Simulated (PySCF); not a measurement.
Electron correlation in V(3+) (vanadium, charge +3)

[Ar] 3d2, high-spin 3F determinant. All numbers are calculated (PySCF 2.14, no relativity, point nucleus, in aug-cc-pVDZ). Frozen: [Ar]; 2 electrons correlated.

With two correlated electrons CCSD is exact within the correlated space (frozen core and kept virtual orbitals).

```csv
level,correlation energy (mhartree)
CCSD,-2.82
```

Diagnostics: T1 = 0.0013, D1 = 0.0019, largest double amplitude 0.017.

Cost of the coupled-cluster step: of the order of 1.2 core-seconds, for 2 correlated electrons.
